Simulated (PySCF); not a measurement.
Simulated absorption spectrum

C7H9F.
Structure used (GFN2-xTB), in Å, numbered top down from 1:
```
atom  x, y, z in Å
C1     2.4099   -0.0226    0.4733
C2     0.9332    0.0328    0.2372
C3     0.3023    1.1096   -0.2335
C4    -1.1867    1.1465   -0.4123
C5    -1.7549   -0.2435   -0.6812
F6    -3.1232   -0.2253   -0.4617
C7    -1.1110   -1.2845    0.1866
C8     0.1533   -1.1527    0.5751
H9     2.8536   -0.8290   -0.1095
H10    2.8850    0.9143    0.1946
H11    2.6145   -0.2217    1.5247
H12    0.8357    2.0260   -0.4373
H13   -1.6423    1.5288    0.5104
H14   -1.4647    1.8270   -1.2185
H15   -1.6381   -0.5253   -1.7416
H16   -1.7123   -2.1475    0.4255
H17    0.6388   -1.9209    1.1583
```

Method: PySCF 2.14.0, density-fitted response routines, TDDFT CAM-B3LYP/def2-SVPD, vertical, gas phase, core orbitals frozen in the response.

Each state is given a Gaussian of 0.3 eV full width at half maximum, with ε(max) = 2.175×10⁸ f / Δν̃ (Δν̃ the width in cm⁻¹). The width is an assumption, not a result. The curve ends short of the highest state used, and states not computed would add to its high-energy end.

E (eV), ε (L mol⁻¹ cm⁻¹) and a bar:
```
     4.37         17 
     4.46        161 #
     4.55        938 ###
     4.64       3315 ###########
     4.73       7110 #######################
     4.82       9257 ##############################
     4.91       7318 ########################
     5.00       3512 ###########
     5.09       1023 ###
     5.18        181 #
     5.27         19 
     5.36          1 
     5.45          0 
     5.54          0 
     5.63          0 
     5.72          0 
     5.81          3 
     5.90         22 
     5.99         90 
     6.08        225 #
     6.17        341 #
     6.26        313 #
     6.35        176 #
     6.44         70 
     6.53        101 
     6.62        459 #
     6.70       1331 ####
     6.79       2881 #########
     6.88       4137 #############
     6.97       4574 ###############
```

Problem. Where are the band maxima, and which computed states make them?

Solution. 257 nm (4.82 eV), ε about 9300, made up of S1 (100%); 200 nm (6.20 eV), ε about 350, made up of S2 (100%) (ε in L mol⁻¹ cm⁻¹; maxima over ε = 5, shares over 10%). At its high-energy end, 6.97 eV, the curve is still rising (ε about 4600, from S4, S5 and S6). The states used: S1 4.82 eV (f 0.103); S2 6.20 eV (f 0.0039); S3 6.74 eV (f 0.0002); S4 6.87 eV (f 0.033); S5 6.98 eV (f 0.014); S6 7.17 eV (f 0.034); S7 7.29 eV (f 0.065); S8 7.57 eV (f 0.018).

Problem. Coming from long wavelengths, where does ε first pass 100 L mol⁻¹ cm⁻¹?

Solution. At about 279 nm (4.44 eV), 0.38 eV below S1.

Problem. On this curve, what absorbance would a 10⁻⁵ mol/L sample give at 254 nm over a 1 cm path?

Solution. 254 nm is 4.881 eV, where ε is about 8300 L mol⁻¹ cm⁻¹, so A = ε c l ≈ 0.083 (Beer–Lambert, with the gas-phase spectrum and the assumed width).

Problem. What would ε be at 4.82 eV, the highest of these maxima, with half the width (0.15 eV)?

Solution. About 18500 L mol⁻¹ cm⁻¹ against 9260, a factor of about 2.00; a lone state at its own centre would give exactly 2.

Time: 52 s wall. Hardware: one thread of an x86-64 server (shared host).

One conformer stands for the species.
